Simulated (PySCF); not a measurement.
Correlation energy of Hf³⁺ (hafnium, charge +3)

[Xe] 4f14 5d1, 2D determinant. Calculation: PySCF 2.14, in x2c-TZVPPall with one added diffuse shell each of s, p, d, f type (12s8p8d4f1g, 113 functions); the spin-free X2C one-electron Hamiltonian (Gaussian nucleus). Frozen: [Kr] 4d10 4f14; 9 electrons correlated.

```csv
level,correlation energy (mhartree)
CCSD,-157.28
(T),-2.01
CCSD(T),-159.29
```

Diagnostics: T1 = 0.0029, D1 = 0.0070, largest double amplitude 0.021.

Is a single reference adequate?

Yes, within this model without spin-orbit coupling: T1 lies below 0.03 and no double amplitude reaches 0.07.

This basis was not built for core-valence correlation, so the inner-shell part is incomplete.
